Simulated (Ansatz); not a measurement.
H6OSi2Zn, relaxed with RKS PBE0-D4/def2-TZVP in Ansatz 0.2.0 from a PBE-D4/def2-SVP geometry. The force threshold is 0.005 eV/Å; the program also tests the step.

Charge 0, multiplicity 1. The bonds changed during the relaxation, so this is another structure than the one it started from.

Start:

```xyz
10

O    -0.109    0.231   -1.956
Si   -0.545   -0.211   -0.386
Si    1.446   -0.664    0.770
Zn   -2.811    3.019    1.034
H    -0.855    0.439   -2.545
H    -1.452   -1.422   -0.368
H     1.096   -1.020    2.192
H     2.341    0.545    0.785
H     2.189   -1.819    0.153
H    -1.301    0.902    0.321
```

**Question.** By how much does the energy fall, and how many steps does the optimiser take? (Best estimate.)

**Answer.** The calculation gave: 2.53 kcal/mol, in 48 steps, 1 of them rejected.

**Question.** Which bonds change most? (An estimate is asked.)

**Answer.** The calculation gave: O1–Si2 from 1.689 to 1.653 Å; Si2–H10 from 1.520 to 1.493 Å; Si2–H6 from 1.513 to 1.493 Å; Si3–H7 from 1.507 to 1.489 Å.

**Question.** Give the relaxed structure. (Estimate.)

**Answer.** The calculation gave: 
```xyz
10

O    -0.065    1.004   -1.315
Si   -0.444    0.113    0.025
Si    1.520   -0.967    0.689
Zn   -3.590    1.879   -1.087
H    -0.777    1.513   -1.712
H    -1.515   -0.886   -0.266
H     1.231   -1.792    1.894
H     2.579    0.020    1.031
H     2.023   -1.861   -0.388
H    -0.962    0.976    1.128
```
